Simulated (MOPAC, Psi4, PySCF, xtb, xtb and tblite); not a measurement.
Two geometries of SMILES O(c1sccc1)c1[se]ccc1 (C8H6OSSe), relaxed at GFN2-xTB with one dihedral held; other torsions can differ between them too.

Structure A

```
17

C      1.1154    -2.8287     1.6496
C      1.6167    -2.5569     0.4213
S      1.0524    -1.0545    -0.2031
C      0.0920    -0.8074     1.2345
O     -0.5971     0.3421     1.4351
C     -1.5497     0.6886     0.5242
C     -2.1610    -0.0597    -0.4294
C     -3.1214     0.6632    -1.1826
C     -3.2690     1.9634    -0.8368
Se    -2.1354     2.4615     0.5597
C      0.2376    -1.8257     2.1222
H      1.3503    -3.7175     2.2063
H      2.2898    -3.1437    -0.1709
H     -1.9503    -1.1026    -0.5922
H     -3.6925     0.1988    -1.9684
H     -3.9445     2.6742    -1.2755
H     -0.2656    -1.8532     3.0708
```

Structure B

```
17

C     -0.8183    -3.1279     1.0383
C     -1.8405    -2.4845     0.4288
S     -1.8076    -0.7831     0.7234
C     -0.3716    -0.9648     1.6810
O      0.1178     0.1775     2.2254
C      1.2333     0.1627     2.9922
C      1.3745     0.9027     4.1243
C      2.6733     0.8704     4.6881
C      3.5753     0.1197     4.0137
Se     2.8595    -0.6611     2.4858
C      0.0307    -2.2618     1.7688
H     -0.6616    -4.1898     0.9819
H     -2.6219    -2.8926    -0.1794
H      0.5565     1.4549     4.5522
H      2.9134     1.3963     5.5962
H      4.6055    -0.0417     4.2731
H      0.8750    -2.6064     2.3400
```

### Question
Which is lower in energy at the level PBE0-D3(BJ)/def2-SVP // GFN2-xTB run with Psi4 1.11, and by how much?

### Answer
A is lower, by 1.78 kJ/mol (dihedral S3–C4–O5–C6: 60° in A, 180° in B).

E(B) − E(A) in kJ/mol at the other levels, on the same two geometries: GFN2-xTB (xtb and tblite) 2.66; PBE0/def2-SVP // GFN2-xTB (Psi4) 1.61; PBE/def2-SVP // GFN2-xTB (Psi4) -0.16; PBE-D3(BJ)/def2-SVP // GFN2-xTB (Psi4) 0.01; PM3, restricted, heats of formation // GFN2-xTB (MOPAC) -12.84; PM7, restricted, heats of formation // GFN2-xTB (MOPAC) 7.41; GFN1-xTB // GFN2-xTB (xtb) 0.73; restricted B3LYP/6-31G*, spherical d, density fitting // GFN2-xTB (PySCF) 1.00; restricted MP2 (frozen core)/3-21G // GFN2-xTB (PySCF) 3.60; restricted M06-2X/6-31G*, spherical d, density fitting // GFN2-xTB (PySCF) 2.36; restricted Hartree-Fock/STO-3G // GFN2-xTB (PySCF) 3.84.
